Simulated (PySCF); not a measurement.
Compound: C4H8BNO.
SMILES: `[N+](#CC)[BH2-]OC=C`

Torsions of this conformer, `[CH2:1]=[CH:2][O:3][BH2-:4][N+:5]#[C:6][CH3:7]`: C1–C2–O3–B4 -167°, C2–O3–B4–N5 84°, O3–B4–N5–C6 -2°.

The closed-shell ground state was solved at several levels (PySCF, density fitting, gas phase, non-relativistic). Geometry: GFN2-xTB, one conformer, isolated molecule.

```json
{"level": "B3LYP/pcJ-1", "basis functions": "269", "total energy (Eh)": "-312.0717", "HOMO (eV)": "-5.66", "LUMO (eV)": "-1.20", "gap (eV)": "4.46", "dipole (D)": "7.72"}
{"level": "PBE0/def2-SVPD", "basis functions": "207", "total energy (Eh)": "-311.4588", "HOMO (eV)": "-5.95", "LUMO (eV)": "-0.99", "gap (eV)": "4.96", "dipole (D)": "7.62"}
```

(1) What might PBE0/pcSseg-1 (159 basis functions) give for the same quantities?

(2) How far do the dipole and the HOMO energy spread over the levels?

Results:

(1) Total energy -311.6360 Eh, HOMO -5.89 eV, LUMO -0.93 eV, gap 4.96 eV, dipole 7.78 D.

(2) The dipole runs from 7.62 to 7.78 D (mean 7.70 D) and the HOMO from -5.95 to -5.66 eV.
